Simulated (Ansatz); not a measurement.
The cluster Sr6Te6. Total charge 0; singlet. Geometry PBE0-D4/def2-SVP.

```xyz
12

Sr   -2.288   -2.258    4.104
Sr   -2.357    4.697   -2.165
Sr    2.239   -4.792    2.057
Sr    4.750   -2.353   -2.137
Sr   -4.707    2.395    2.160
Sr    2.361    2.310   -4.023
Te   -0.157   -4.392    3.859
Te    0.129    4.344   -3.850
Te   -4.540    4.423   -0.084
Te    4.390   -4.523   -0.056
Te    4.422    0.100   -3.877
Te   -4.241    0.050    4.011
```

In the def2 sets Sr, Te take a core potential; there is no spin–orbit coupling. The structure comes from a short search, and lower isomers may exist.

Task: Estimate the orbital energies around the gap (eV) in Ansatz with PBE-D4/def2-SVP, PBE-D4/def2-TZVP, r2SCAN-D4/def2-TZVP, PBE0-D4/def2-SVP, PBE0-D4/def2-TZVP.

Result: 
```json
{"orbital": "HOMO−5", "PBE-D4/def2-SVP": "-4.58", "PBE-D4/def2-TZVP": "-4.55", "r2SCAN-D4/def2-TZVP": "-4.73", "PBE0-D4/def2-SVP": "-5.45", "PBE0-D4/def2-TZVP": "-5.44"}
{"orbital": "HOMO−4", "PBE-D4/def2-SVP": "-4.53", "PBE-D4/def2-TZVP": "-4.53", "r2SCAN-D4/def2-TZVP": "-4.71", "PBE0-D4/def2-SVP": "-5.40", "PBE0-D4/def2-TZVP": "-5.39"}
{"orbital": "HOMO−3", "PBE-D4/def2-SVP": "-4.52", "PBE-D4/def2-TZVP": "-4.52", "r2SCAN-D4/def2-TZVP": "-4.70", "PBE0-D4/def2-SVP": "-5.40", "PBE0-D4/def2-TZVP": "-5.39"}
{"orbital": "HOMO−2", "PBE-D4/def2-SVP": "-4.46", "PBE-D4/def2-TZVP": "-4.48", "r2SCAN-D4/def2-TZVP": "-4.66", "PBE0-D4/def2-SVP": "-5.32", "PBE0-D4/def2-TZVP": "-5.33"}
{"orbital": "HOMO−1", "PBE-D4/def2-SVP": "-4.46", "PBE-D4/def2-TZVP": "-4.48", "r2SCAN-D4/def2-TZVP": "-4.66", "PBE0-D4/def2-SVP": "-5.32", "PBE0-D4/def2-TZVP": "-5.33"}
{"orbital": "HOMO", "PBE-D4/def2-SVP": "-4.39", "PBE-D4/def2-TZVP": "-4.41", "r2SCAN-D4/def2-TZVP": "-4.59", "PBE0-D4/def2-SVP": "-5.25", "PBE0-D4/def2-TZVP": "-5.26"}
{"orbital": "LUMO", "PBE-D4/def2-SVP": "-2.53", "PBE-D4/def2-TZVP": "-2.54", "r2SCAN-D4/def2-TZVP": "-2.12", "PBE0-D4/def2-SVP": "-1.95", "PBE0-D4/def2-TZVP": "-1.94"}
{"orbital": "LUMO+1", "PBE-D4/def2-SVP": "-2.40", "PBE-D4/def2-TZVP": "-2.40", "r2SCAN-D4/def2-TZVP": "-1.96", "PBE0-D4/def2-SVP": "-1.79", "PBE0-D4/def2-TZVP": "-1.78"}
{"orbital": "LUMO+2", "PBE-D4/def2-SVP": "-2.37", "PBE-D4/def2-TZVP": "-2.38", "r2SCAN-D4/def2-TZVP": "-1.93", "PBE0-D4/def2-SVP": "-1.76", "PBE0-D4/def2-TZVP": "-1.75"}
{"orbital": "LUMO+3", "PBE-D4/def2-SVP": "-2.11", "PBE-D4/def2-TZVP": "-2.11", "r2SCAN-D4/def2-TZVP": "-1.63", "PBE0-D4/def2-SVP": "-1.45", "PBE0-D4/def2-TZVP": "-1.44"}
{"orbital": "LUMO+4", "PBE-D4/def2-SVP": "-2.10", "PBE-D4/def2-TZVP": "-2.10", "r2SCAN-D4/def2-TZVP": "-1.60", "PBE0-D4/def2-SVP": "-1.45", "PBE0-D4/def2-TZVP": "-1.43"}
{"orbital": "LUMO+5", "PBE-D4/def2-SVP": "-1.97", "PBE-D4/def2-TZVP": "-1.96", "r2SCAN-D4/def2-TZVP": "-1.44", "PBE0-D4/def2-SVP": "-1.28", "PBE0-D4/def2-TZVP": "-1.27"}
```
